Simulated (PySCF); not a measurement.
## Orbital levels and atomic charges

System: C17H25N5 (ionic-liquid pair), SMILES CCCCCCCC[n+]1ccn(C)c1C.N#C[C-](C#N)C#N.

Cartesian coordinates (Å):
```
  1 C     4.964    2.339    1.613
  2 C     4.931    0.845    1.312
  3 C     3.508    0.291    1.340
  4 C     3.476   -1.202    1.023
  5 C     2.086   -1.826    1.156
  6 C     1.102   -1.322    0.103
  7 C    -0.235   -2.057    0.181
  8 C    -1.226   -1.566   -0.878
  9 N    -1.549   -0.172   -0.687
 10 C    -0.971    0.865   -1.373
 11 C    -1.495    2.015   -0.889
 12 N    -2.377    1.679    0.102
 13 C    -3.252    2.579    0.799
 14 C    -2.454    0.337    0.170
 15 C    -3.172   -0.401    1.234
 16 N    -4.377    0.321   -1.156
 17 C    -4.041   -0.150   -2.168
 18 C    -3.481   -0.707   -3.284
 19 C    -3.679   -2.053   -3.571
 20 N    -3.810   -3.184   -3.754
 21 C    -2.569    0.057   -3.999
 22 N    -1.757    0.704   -4.505
 23 H     4.549    2.539    2.598
 24 H     5.985    2.711    1.589
 25 H     4.381    2.889    0.877
 26 H     5.367    0.664    0.327
 27 H     5.540    0.314    2.047
 28 H     3.077    0.460    2.330
 29 H     2.904    0.839    0.615
 30 H     4.154   -1.718    1.706
 31 H     3.846   -1.364    0.008
 32 H     1.690   -1.617    2.154
 33 H     2.179   -2.910    1.059
 34 H     1.534   -1.467   -0.889
 35 H     0.935   -0.252    0.245
 36 H    -0.664   -1.927    1.177
 37 H    -0.075   -3.125    0.024
 38 H    -0.789   -1.671   -1.873
 39 H    -2.145   -2.156   -0.847
 40 H    -0.273    0.705   -2.167
 41 H    -1.311    3.030   -1.171
 42 H    -4.283    2.364    0.511
 43 H    -3.144    2.458    1.877
 44 H    -3.007    3.601    0.523
 45 H    -3.254   -1.453    0.978
 46 H    -4.175    0.001    1.347
 47 H    -2.643   -0.308    2.185
```

Method: CAM-B3LYP/def2-SVP, gas phase, PySCF, fitting set def2-universal-JFIT up to Ne and JKFIT beyond, grid level 1.

Task: Give the orbital energies near the gap.

Result: 
```tsv
orbital	eV
HOMO-4	-10.27
HOMO-3	-10.18
HOMO-2	-9.88
HOMO-1	-8.84
HOMO	-6.49
LUMO	0.31
LUMO+1	1.30
LUMO+2	1.70
LUMO+3	2.06
```

Task: Give the partial charges of the non-hydrogen atoms.

Result: 
| atom | Mulliken | IAO | Hirshfeld |
| --- | --- | --- | --- |
| C1 | 0.03 | -0.39 | -0.11 |
| C2 | -0.01 | -0.22 | -0.06 |
| C3 | -0.04 | -0.23 | -0.06 |
| C4 | 0.04 | -0.23 | -0.06 |
| C5 | 0.05 | -0.23 | -0.06 |
| C6 | -0.07 | -0.23 | -0.07 |
| C7 | 0.03 | -0.24 | -0.06 |
| C8 | 0.13 | -0.14 | 0.01 |
| N9 | -0.17 | -0.04 | 0.04 |
| C10 | 0.12 | -0.08 | 0.00 |
| C11 | 0.06 | -0.09 | -0.01 |
| N12 | -0.15 | -0.04 | 0.03 |
| C13 | 0.11 | -0.29 | -0.04 |
| C14 | 0.00 | 0.28 | 0.16 |
| C15 | 0.13 | -0.41 | -0.11 |
| N16 | -0.03 | -0.40 | -0.26 |
| C17 | -0.05 | 0.18 | 0.07 |
| C18 | -0.58 | -0.34 | -0.08 |
| C19 | -0.14 | 0.14 | 0.05 |
| N20 | 0.08 | -0.30 | -0.28 |
| C21 | -0.14 | 0.15 | 0.05 |
| N22 | 0.05 | -0.33 | -0.28 |
